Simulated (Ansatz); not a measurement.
Ideal-gas functions of C2H4FGeN, SMILES `N#C[CH2][GeH2][F]` at 400 K and 1 bar, from an Ansatz frequency run at PBE0-D4/def2-TZVP.

Molar mass 133.67 g/mol, point group Cs (symmetry number 1), electronic degeneracy 1, moments of inertia 42.811, 313.284, 346.235 u Å². Harmonic wavenumbers (cm⁻¹, unscaled): 47, 99, 203, 383, 452, 467, 633, 651, 700, 791, 807, 865, 978, 1157, 1166, 1431, 2190, 2204, 2371, 3086, 3142.

Use S(trans) = R[1.5 ln M + 2.5 ln T − 1.1517]; rotational temperatures θ = 24.2544 K / I; S(rot) = R[ln(√π/σ · √(T³/θAθBθC)) + 1.5]; for each mode x = 1.438777 ν̃/T, S = R[x/(eˣ − 1) − ln(1 − e⁻ˣ)] and H = RT x/(eˣ − 1); 1 cm⁻¹ = 0.0119627 kJ/mol; R = 8.31446 J/(mol·K).

Question: By hand: the entropy, in J/(mol·K).

Answer: Translation 176.0. Rotation: θ = 0.5665, 0.0774, 0.0701 K, giving 116.0. Vibration, mode by mode: 23.10, 16.94, 11.11, 6.28, 5.13, 4.92, 3.06, 2.91, 2.54, 1.96, 1.87, 1.58, 1.14, 0.68, 0.66, 0.30, 0.03, 0.03, 0.02, 0.00, 0.00, in all 84.3. Electronic 0.0. Sum 376.3 J/(mol·K).

Question: By hand: H − E and G − E in kJ/mol, counted from the electronic energy.

Answer: Zero-point energy ½ × 23823 × 0.0119627 = 142.5; thermal vibration 17.2; translation, rotation and pV give 4 RT = 13.3. H − E = 173.0 kJ/mol, and G − E = 173.0 − 400 × 376.3/1000 = 22.5 kJ/mol.

Vibration gives 22 % of the entropy, 40.0 J/(mol·K) of it from the modes under 150 cm⁻¹: soft modes count most, and the harmonic formula is weakest for them. The sum counts one conformer and one mirror image; others add a mixing term.
